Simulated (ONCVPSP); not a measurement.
## Scattering properties, ONCV potential for B

```
Element                 : boron
Generator               : ONCVPSP 4.0.1
Type                    : optimised norm-conserving Vanderbilt (ONCV)
Functional              : PBE
Relativity              : scalar-relativistic
Frozen core             : [He]
Valence charge          : 3
Reference configuration : 2s2 2p1
Partial waves           : 2s: rc 1.30 bohr, ncon 3, nbas 7, qcut 5.8 1/bohr, local; 2p: rc 2.00 bohr, ncon 5, nbas 9, qcut 4.4 1/bohr, 1 projector; d scattering state at 0.22 Ha: rc 2.00 bohr, ncon 4, nbas 8, qcut 5.1 1/bohr, 2 projectors, debl 2.5 Ha
Local potential         : the s channel
Core correction         : Teter function, fcfact 5.25, rcfact 1
```

The phase is arctan(r·R′/R) of the radial function R(r), unwrapped; energies in Ha, scanned from -2 to 5 Ha. A pole is an energy at which the radial function vanishes at the test radius. The pseudo phase is shifted by a multiple of π to meet the all-electron one at the reference energy, and phase errors are pseudo minus all-electron; the curves can meet again beyond the range given. Levels narrower than the energy grid can be missing from the lists of poles.

Question: For each channel, where are the poles, and over which energies does the pseudopotential scatter like the atom?

Answer:

| channel | radius (bohr) | reference energy (Ha) | poles, all-electron | poles, pseudo | unbroken range about the reference energy with phases within 0.05 rad | phase error 1 Ha above the reference energy (rad) |
| --- | --- | --- | --- | --- | --- | --- |
| s | 1.32 | -0.35 | 3.40 | 3.08 | below 4.0 | -0.005 |
| p | 2.03 | -0.13 | 0.57, 4.50 | 0.59 | below 1.2 | +0.019 |
| d | 2.03 | 0.22 | 2.68 | 2.68 | the whole range | +0.000 |

Phases in the s channel:

```
E (Ha)  all-electron  pseudo
 -1.98         0.739   0.729
 -1.80         0.657   0.647
 -1.62         0.558   0.549
 -1.44         0.441   0.432
 -1.26         0.302   0.294
 -1.08         0.141   0.136
 -0.90        -0.036  -0.039
 -0.72        -0.221  -0.222
 -0.54        -0.401  -0.402
 -0.36        -0.568  -0.568
 -0.18        -0.714  -0.714
  0.00        -0.839  -0.840
  0.18        -0.944  -0.946
  0.36        -1.031  -1.034
  0.54        -1.105  -1.109
  0.72        -1.167  -1.173
  0.90        -1.220  -1.227
  1.08        -1.266  -1.274
  1.26        -1.306  -1.315
  1.44        -1.341  -1.352
  1.62        -1.372  -1.384
  1.80        -1.400  -1.413
  1.98        -1.425  -1.440
  2.16        -1.448  -1.465
  2.34        -1.469  -1.488
  2.52        -1.489  -1.509
  2.70        -1.507  -1.530
  2.88        -1.525  -1.550
  3.06        -1.541  -1.569
  3.24        -1.557  -1.588
  3.42        -1.572  -1.607
  3.60        -1.587  -1.626
  3.78        -1.602  -1.645
  3.96        -1.616  -1.665
  4.14        -1.631  -1.687
  4.32        -1.645  -1.709
  4.50        -1.660  -1.733
  4.68        -1.675  -1.760
  4.86        -1.691  -1.790
```
